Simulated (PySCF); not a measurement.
All values below come from ωB97X-D3(BJ)/def2-TZVP // PBE0-D3(BJ)/def2-TZVP run with PySCF. Isolated molecules, 0 K electronic values unless said otherwise. Excitations are Tamm–Dancoff values on a coarser integration grid. The basis has no diffuse functions, so Rydberg states are missing or too high.

Reference species (SMILES): `CC(Cl)=C` (neutral, multiplicity 1).

```
Quantity                   Value
----------------------  --------
S1–T1 gap (TDA)          2.70 eV
HOMO–LUMO gap           11.85 eV
S1 oscillator strength     0.001
```

Changed species: `C/C=C\Cl`.

**Question.** What does the change do to the S1–T1 gap (TDA), HOMO–LUMO gap and S1 oscillator strength?

**Answer.** the S1–T1 gap (TDA) rises by 0.12 eV, to 2.82 eV; the HOMO–LUMO gap is nearly the same; the S1 oscillator strength is nearly the same.
